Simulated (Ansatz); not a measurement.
The Ge1–F3 bond of FGeH (SMILES [F][GeH]) is stretched (multiplicity 1, the rest rigid).
Geometry at rest (charge 0, multiplicity 1):
```xyz
3

Ge    -0.114    -0.227     0.281
H     -0.985    -1.053    -0.799
F      0.514     0.924    -0.909
```

Correlated levels freeze the cores. Filled d and f shells under p-block atoms count as core.

The values were computed with Ansatz (Gaussian orbitals). Values without a source in brackets are computed.

FIC-MRCISD+Q on CASSCF(6,4)/cc-pVDZ, total energies (hartree):

```csv
R (Å),CASSCF,MRCISD,weight c² of the reference
1.770,-2175.377958,-2175.626828,0.92244
3.098,-2175.247942,-2175.479547,0.92320
5.665,-2175.230921,-2175.455491,0.92497
```

Q: Add the Davidson correction (E_MRCISD − E_CASSCF)(1 − c²)/c² and give the energies above the first point at the three levels.

A: 
Corrections (hartree): -0.020926, -0.019268, -0.018217. Above the first point (kcal/mol):
- R = 3.098 Å: CASSCF 81.6, MRCISD 92.4, with the correction 93.5
- R = 5.665 Å: CASSCF 92.3, MRCISD 107.5, with the correction 109.2

Doubts at one or more of the structures used: active orbitals that take no part (FIC-MRCISD+Q on CASSCF(6,4)/cc-pVDZ).

Ansatz is an electronic-structure program.
